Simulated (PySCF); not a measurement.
**Structure elucidation problem**

The spectra below were simulated for a compound C₆H₉FSi.

$^{1}$H NMR (500 MHz, computed): δ 5.25 (m, 1H), 2.35 (m, 1H), 1.55 (d, 1H), 1.47 (d, 3H), 0.98 (m, 1H), 0.91 (m, 1H), 0.76 (m, 1H).

$^{13}$C{$^{1}$H} NMR (computed): δ 94.3 (C), 74.7 (CH), 28.6 (CH), 25.3 (CH), 23.5 (CH3), 8.4 (CH2).

[PySCF: σ from GIAO-PBE0/pcSseg-1; GFN2-xTB structure; single conformer; averaged over atoms made equivalent by symmetry, fast rotation or ring inversion; non-relativistic Hamiltonian; isolated molecule]

Scale: TMS for $^{1}$H and $^{13}$C (reference shieldings calculated alike).

Task: Choose the structure that fits.
A. CC1=C[SiH2]C(CF)=C1
B. C#C[C@@H](C)[C@@H]1C[Si@@H]1F
C. C[SiH2]/C(F)=C1\C=CC1
D. CC#C[Si@H]1C[C@@H](F)C1

Result: B. 

1. Rings plus π bonds: 3 (1 ring in the answer).
2. 6 carbon signals for 6 carbons: no two carbons are equivalent.
3. Carbon types of the structure: 1 × C, 3 × CH, 1 × CH2, 1 × CH3, leaving 1 H on heteroatoms.
4. δC 94.3: alkyne carbon; sp carbons lie upfield of alkene carbons because the cylindrical π system leaves one tensor component strongly shielded.
5. δC 74.7: terminal alkyne carbon; sp carbons lie upfield of alkene carbons because the cylindrical π system leaves one tensor component strongly shielded.
6. δC 28.6: propargylic sp3 CH; aliphatic region, no heteroatom directly attached.
7. δC 23.5: methyl carbon; a saturated carbon with 1 carbon neighbour and no heteroatom attached.
8. δH 0.98, 0.91, 0.76: hydrogen on a three-membered-ring carbon; cyclopropane-type protons are shielded by the ring.

The others: CC1=C[SiH2]C(CF)=C1 would give 5 signals for carbon-bound and other non-exchanging H, not 7; CC#C[Si@H]1C[C@@H](F)C1 would give 5 carbon signals, not 6; C[SiH2]/C(F)=C1\C=CC1 would give 5 signals for carbon-bound and other non-exchanging H, not 7.

Splittings by $^{19}$F in the carbon and heteronuclear signals aren't shown, as no couplings were computed. Shifts are as computed. Against solution values, carbons near 30 ppm lie about +3 ppm off and those near 130 ppm about +5 ppm. Of 1309 compounds with measured shifts, 239 miss one by over three times the rms of a fit or turn the order of signals round; such compounds aren't used in these exercises. Multiplicities follow the n + 1 count of equivalent neighbours, as no J values were calculated; m marks all less simple cases, F and P coupling included.
